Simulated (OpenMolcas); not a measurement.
neutral iridium.

```json
{"Program": "OpenMolcas 26.06", "Method": "CASSCF", "Basis": "ANO-RCC-VDZ [7s6p4d1f]", "Scalar Hamiltonian": "DKH2, point nucleus", "Active space": "9 electrons in 6 orbitals (5d 6s)", "State averaging": "2S+1 = 4 even, 20 roots; 2S+1 = 2 even, 64 roots", "Spin-orbit coupling": "state interaction with AMFI integrals over the reference wave functions, term energies averaged over their components"}
```

Levels without dynamic correlation, in cm-1 above 5d7 6s2 4F 9/2:

```tsv
Level	E
5d7 6s2 2G 9/2 [66 %]	15336
5d7 6s2 2P 1/2 [70 %]	15315
5d7 6s2 2H 11/2	22051
5d7 6s2 4P 1/2 [69 %]	23689
```

On this reference, MS-CASPT2, IPEA 0.25 Eh, imaginary shift 0.1 Eh (closed shells correlated: 5s 5p) puts 5d7 6s2 2G 9/2 [66 %] at 15850 cm-1.

Task: Estimate the other levels at that method by one scale factor, and say how well it serves.

Result: The factor is 15850 / 15336 = 1.034. Scaled values beside those that MS-CASPT2 gives and measured ones (NIST Handbook of Basic Atomic Spectroscopic Data):
```csv
Level,Scaled,MS-CASPT2,Miss (%),Measured
5d7 6s2 2P 1/2 [70 %],15836,14350,+10.4,12506
5d7 6s2 2H 11/2,22801,22800,0,
5d7 6s2 4P 1/2 [69 %],24494,22610,+8.3,20237
```
For these levels the scaled values miss MS-CASPT2 by up to 10.4 %, as correlation changes each term by its own factor, spin-orbit parts do not scale and CASPT2 has its own spread within terms. This holds within one configuration; levels of others move differently, and the target method has errors of its own against measurement.

Term energies are means over components that CASPT2 splits; among the terms shown or strongly mixed into the levels shown the widest spread is 500 cm-1 (5d7 6s2 4F, MS-CASPT2). Configurations are named by rounded mean occupations; where the s occupation lies near a half they are strongly mixed, a name can repeat and a true partner stay unpaired. Without dynamic correlation excited terms often stand tens of per cent too high (terms of higher spin than the ground term too low), and those without a measured partner can miss by more than the paired ones (holds for CASSCF). The lowest spin-free term belongs to 5d8 6s, not to the configuration of the lowest level (holds for CASSCF). Computed and measured levels are paired by configuration, term and J; levels that our copy of the source lacks, or whose pairing is in doubt (as where it misses far off the trend of its configuration), stay unpaired and out of the deviations. Only configurations of the active space appear.

A share in square brackets marks a mixed level and gives the weight of the term that names it, the lowest over the columns.
